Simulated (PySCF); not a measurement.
# A ladder of Hamiltonians for I⁵¹⁺ (iodine, charge +51)

Occupied: 1s1/2. Hartree-Fock calculated with PySCF 2.14 in an even-tempered Gaussian basis (16 s from 9.9 bohr⁻², ratio 2.7; 12 p from 12 bohr⁻², ratio 2.7), Gaussian nucleus throughout. NR is non-relativistic, sf-X2C the spin-free one-electron X2C Hamiltonian, X2C adds the bare one-electron spin-orbit term, X2C-SNSO screens it by Boettger's factors, DC is four-component Dirac-Coulomb, and the Gaunt and Breit terms are added at first order (total energies over the DC spinors, levels after relaxing the spinors in that mean field). QED terms are absent. Levels marked empty are virtual spinors of this ion.

| Hamiltonian | E (hartree) | E − E(DC) (hartree) | CPU seconds |
| --- | --- | --- | --- |
| NR | -2775.8847 | 111.5994 | 0.3 |
| sf-X2C | -2886.4832 | 1.0009 | 0.17 |
| X2C | -2886.4832 | 1.0009 | 0.17 |
| X2C-SNSO | -2886.4832 | 1.0009 | 0.17 |
| DC | -2887.4841 | 0.0000 | 3 |
| DC+Gaunt | -2885.4437 | 2.0404 | 5 |
| DC+Breit | -2885.4437 | 2.0404 | 44 |

| level (eV) | NR | sf-X2C | X2C | X2C-SNSO | DC | DC+Gaunt | DC+Breit |
| --- | --- | --- | --- | --- | --- | --- | --- |
| 1s1/2 | -37320.2 | -38784.6 | -38784.6 | -38784.6 | -38811.6 | -38756.6 | -38756.6 |
| 2s1/2 (empty) | -8986.7 | -9428.7 | -9428.7 | -9428.7 | -9431.5 | -9425.5 | -9426.2 |
| 2p1/2 (empty) | -8888.2 | -9071.2 | -9320.8 | -9315.7 | -9314.0 | -9301.3 | -9303.2 |
| 2p3/2 (empty) | -8888.2 | -9071.2 | -8960.7 | -8962.7 | -8964.8 | -8958.4 | -8960.3 |
| 3s1/2 (empty) | -3959.2 | -4115.4 | -4115.4 | -4115.4 | -4116.2 | -4114.4 | -4114.7 |

| interval (eV) | X2C | X2C-SNSO | DC | DC+Gaunt | DC+Breit |
| --- | --- | --- | --- | --- | --- |
| 2p3/2 − 2p1/2 | 360.1 | 353.0 | 349.1 | 343.0 | 343.0 |

Weight of the small component: 1s1/2 0.0384, 2s1/2 0.00926, 2p1/2 0.00921, 2p3/2 0.00885, 3s1/2 0.00408.

Koopmans' value for the highest occupied level at DC+Breit: 38756.6 eV, against an ionisation energy of 38717.0 eV (theoretical estimate listed by NIST; NIST Atomic Spectra Database, ionization energies); the former lacks relaxation, correlation, QED and recoil.

The whole ladder took 54 s of wall time on 1 thread of Neoverse-N1 (shared host), launched as `OMP_NUM_THREADS=1 python relrun2.py TASK.json OUT` (a driver that calls PySCF for each Hamiltonian).
